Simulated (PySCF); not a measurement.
Species: chloro-bis(prop-2-enyl)borane, C6H10BCl (charge 0, singlet). SMILES: B(Cl)(CC=C)CC=C
Structure (B3LYP-D3(BJ)/def2-TZVP (Ansatz) minimum search):
```
B
C 1 1.5685
H 2 1.0899 1 112.57
H 2 1.0961 3 108.63 1 -121.34
C 2 1.5081 3 110.36 4 -119.79
C 5 1.3274 2 124.75 3 -15.56
H 6 1.0821 5 121.35 2 -178.34
H 6 1.0838 7 117.05 5 179.78
H 5 1.0857 6 119.06 7 -1.07
C 1 1.5722 2 123.29 3 -167.99
H 10 1.0926 1 110.86 2 7.68
H 10 1.0980 11 107.39 1 -117.26
C 10 1.5040 11 109.95 12 -118.52
C 13 1.3268 10 124.84 11 -9.01
H 14 1.0821 13 121.41 10 -178.77
H 14 1.0843 15 116.89 13 179.82
H 13 1.0853 14 119.37 15 -0.63
Cl 1 1.7735 2 118.64 3 14.69
```

Dispersion corrections to the total energy (kcal/mol) from the dftd3 and dftd4 libraries through PySCF: D3(BJ) without and D4 with the three-body term, each with the damping fitted for the functional named.

```
functional  D3(BJ)      D4
----------  ------  ------
PBE0         -9.71   -9.14
LC-wPBE        ___  -11.72
TPSS        -13.93  -14.30
r2SCAN       -3.44   -2.98
HF          -74.22     ___
PBE         -10.99  -10.62
PW6B95         ___   -8.76
```

**Question.** Fill in the missing entries.

**Answer.** 
- LC-wPBE, D3(BJ): -10.58
- HF, D4: -35.65
- PW6B95, D3(BJ): -5.76
